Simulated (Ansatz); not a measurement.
```yaml
crystal:
  periodic: [false, false, false]
  atoms:
    - {symbol: C, position_ang: [-0.592914, 1.751231, 1.767704]}
    - {symbol: C, position_ang: [-1.072549, 0.939175, 0.829095]}
    - {symbol: In, position_ang: [0.283194, -0.277541, -0.242586]}
    - {symbol: C, position_ang: [0.524241, -1.742403, -1.765141]}
    - {symbol: F, position_ang: [2.052038, 0.177012, 0.525922]}
    - {symbol: H, position_ang: [0.468782, 1.801496, 1.992587]}
    - {symbol: H, position_ang: [-1.242853, 2.400831, 2.351603]}
    - {symbol: H, position_ang: [-2.142554, 0.921569, 0.637574]}
    - {symbol: H, position_ang: [0.469158, -1.265355, -2.744831]}
    - {symbol: H, position_ang: [-0.251836, -2.505260, -1.705365]}
    - {symbol: H, position_ang: [1.505285, -2.200755, -1.646561]}
basis:
  gaussian: {orbitals: def2-SVPD}
hamiltonian: {xc: {name: PBE1PBE}}
output: {forces: true}
```

```sh
$ ansatz run in.yaml --threads 4 --pin off --events-out ev --progress --plain --max-ram 10444MiB
```

Output, abridged:

```
Error: YAML parse error: error: line 17 column 19: hamiltonian.xc: no functional is named "PBE1PBE"; the names, which are not case-sensitive, are SVWN5, SPW92, PBE, PBE0, PBEsol, revPBE, revPBE0, RPBE, rPW86-PBE, HSE06, wPBEh, LC-wPBE, HISS, HF, BLYP, B3LYP, B3LYP5, BHLYP, CAM-B3LYP, r2SCAN, r2SCANh, r2SCAN0, r2SCAN50, m-r2SCAN, B97, wB97, wB97X, wB97X-V, B97M-V, wB97M-V, B2PLYP, B2GP-PLYP, PBE0-DH, PBE-QIDH
15 | basis:
16 |   gaussian: {orbitals: def2-SVPD}
17 | hamiltonian: {xc: {name: PBE1PBE}}
18 | output: {forces: true}
```

Question: What is wrong with this run?

Answer: The method's name isn't one that the program takes here. The program refused the input.

HSE06 is defined as in plane-wave codes.
